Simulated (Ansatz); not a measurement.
Ansatz (a quantum-chemistry and plane-wave program) input:

Ansatz 0.2 input:
```yaml
crystal:
  periodic: [false, false, false]
  atoms:
    - {symbol: Si, position_ang: [-0.12038707, -0.16408812, -0.39464859]}
    - {symbol: F, position_ang: [0.01995360, -0.45708252, -1.98939577]}
    - {symbol: C, position_ang: [-1.66309333, -1.00147951, 0.15953783]}
    - {symbol: C, position_ang: [1.45787023, -0.86070746, 0.41256678]}
    - {symbol: C, position_ang: [-0.17020175, 1.73045170, -0.20570300]}
    - {symbol: H, position_ang: [-2.28641067, -1.55839907, -0.51704136]}
    - {symbol: H, position_ang: [-2.00963057, -0.97383704, 1.17629711]}
    - {symbol: H, position_ang: [1.56163681, -1.92209084, 0.20923377]}
    - {symbol: H, position_ang: [1.44149270, -0.72901729, 1.48936320]}
    - {symbol: H, position_ang: [2.34337630, -0.36194958, 0.02902160]}
    - {symbol: H, position_ang: [-0.28676798, 2.02033611, 0.83330978]}
    - {symbol: H, position_ang: [-0.99918330, 2.15456067, -0.76386172]}
    - {symbol: H, position_ang: [0.74494206, 2.18254457, -0.57731452]}
basis:
  gaussian:
    orbitals: def2-TZVP
hamiltonian:
  xc: b3lyp
  dispersion: d3bj
magnetization: {spin_polarized: true, initial_magnetization: 1}
relax: {f_tol: 0.002, max_steps: 150}
```

Question: Predict the final energy.

Answer: -508.65729 Eh (B3LYP-D3(BJ)/def2-TZVP). The basis has 209 functions.

It need not be the lowest isomer of its formula.
